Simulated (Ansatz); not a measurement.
A nudged elastic band was laid between two geometries of Cl4FH3NTa (10 atoms, charge 0, multiplicity 1).

Theory: Ansatz 0.2.0, RHF/def2-SVP.

```
movable images  : 9
climbing image  : yes
spring          : 5.0 eV/Å²
optimiser       : quadratic models (default)
start path      : through a guess of the saddle point
force threshold : 0.05 eV/Å
iteration limit : 60
end points      : relaxed
```

Image 0:

```xyz
10
Properties=species:S:1:pos:R:3
Ta 0.086 -0.041 0.211
Cl 2.286 0.823 0.131
Cl 0.018 0.455 2.521
Cl 0.419 -0.990 -1.927
F -0.769 1.490 -0.364
Cl -1.855 -1.361 0.467
N 1.153 -2.012 0.934
H 0.867 -2.810 0.387
H 0.941 -2.214 1.900
H 2.157 -1.937 0.856
```

Image 10:

```xyz
10
Properties=species:S:1:pos:R:3
Ta -0.635 -0.584 0.339
Cl 3.466 0.545 0.229
Cl -0.614 0.146 2.580
Cl -0.321 -1.359 -1.866
F 0.053 1.072 -0.177
Cl -2.922 -0.941 0.309
N 0.434 -2.103 0.923
H 0.818 -2.788 0.298
H 0.714 -2.255 1.875
H 4.309 -0.331 0.605
```

Task: What changes between the two ends?

Result: Bonds broken: Ta1–Cl2, N7–H10. Bonds formed: Cl2–H10. Cl4FH3NTa becomes Cl3FH2NTa + ClH.

Task: Give the energies along the band, and the barrier.

Result: The forces met the threshold. The highest image is number 4 of 0 to 10, 2.12 eV above the first end and 0.67 eV above the last; the last end lies 1.46 eV above the first. A vibrational analysis at the climbing image gives one clearly imaginary mode, 1138i cm⁻¹: a first-order saddle point. The orbitals stay closed-shell, which can raise the energy where a bond breaks towards radicals; this wasn't checked here.

```json
{"image": "0", "path coordinate (Å)": "0.00", "energy (eV)": "0.00", "Ta1–Cl2 (Å)": "2.36", "N7–H10 (Å)": "1.01", "Cl2–H10 (Å)": "2.86"}
{"image": "1", "path coordinate (Å)": "0.45", "energy (eV)": "0.05", "Ta1–Cl2 (Å)": "2.38", "N7–H10 (Å)": "1.01", "Cl2–H10 (Å)": "2.62"}
{"image": "2", "path coordinate (Å)": "0.89", "energy (eV)": "0.29", "Ta1–Cl2 (Å)": "2.45", "N7–H10 (Å)": "1.01", "Cl2–H10 (Å)": "2.26"}
{"image": "3", "path coordinate (Å)": "1.34", "energy (eV)": "1.06", "Ta1–Cl2 (Å)": "2.68", "N7–H10 (Å)": "1.08", "Cl2–H10 (Å)": "1.86"}
{"image": "4", "path coordinate (Å)": "1.79", "energy (eV)": "2.12", "Ta1–Cl2 (Å)": "2.88", "N7–H10 (Å)": "1.48", "Cl2–H10 (Å)": "1.43"}
{"image": "5", "path coordinate (Å)": "2.30", "energy (eV)": "1.76", "Ta1–Cl2 (Å)": "3.20", "N7–H10 (Å)": "2.04", "Cl2–H10 (Å)": "1.29"}
{"image": "6", "path coordinate (Å)": "2.81", "energy (eV)": "1.58", "Ta1–Cl2 (Å)": "3.58", "N7–H10 (Å)": "2.44", "Cl2–H10 (Å)": "1.27"}
{"image": "7", "path coordinate (Å)": "3.31", "energy (eV)": "1.51", "Ta1–Cl2 (Å)": "3.90", "N7–H10 (Å)": "2.78", "Cl2–H10 (Å)": "1.27"}
{"image": "8", "path coordinate (Å)": "3.82", "energy (eV)": "1.48", "Ta1–Cl2 (Å)": "4.06", "N7–H10 (Å)": "3.26", "Cl2–H10 (Å)": "1.27"}
{"image": "9", "path coordinate (Å)": "4.33", "energy (eV)": "1.46", "Ta1–Cl2 (Å)": "4.16", "N7–H10 (Å)": "3.79", "Cl2–H10 (Å)": "1.27"}
{"image": "10", "path coordinate (Å)": "4.83", "energy (eV)": "1.46", "Ta1–Cl2 (Å)": "4.25", "N7–H10 (Å)": "4.27", "Cl2–H10 (Å)": "1.27"}
```

Task: What is the geometry of the highest image?

Result: 
```xyz
10
Properties=species:S:1:pos:R:3
Ta -0.199 -0.396 0.268
Cl 2.582 0.368 0.328
Cl -0.220 0.277 2.515
Cl 0.288 -1.226 -1.871
F -0.358 1.352 -0.348
Cl -2.343 -1.189 0.291
N 1.073 -1.921 0.938
H 1.242 -2.725 0.356
H 1.066 -2.189 1.908
H 2.170 -0.946 0.729
```

Task: What are the harmonic wavenumbers there?

Result: 1138i, 79, 101, 111, 133, 158, 168, 197, 198, 257, 363, 377, 416, 466, 530, 606, 711, 726, 806, 1171, 1514, 1662, 3729, 3828 cm⁻¹.

The run took 7.8 min on 4 threads of Arm Neoverse V1 (shared host), peak memory 0.5 GiB.
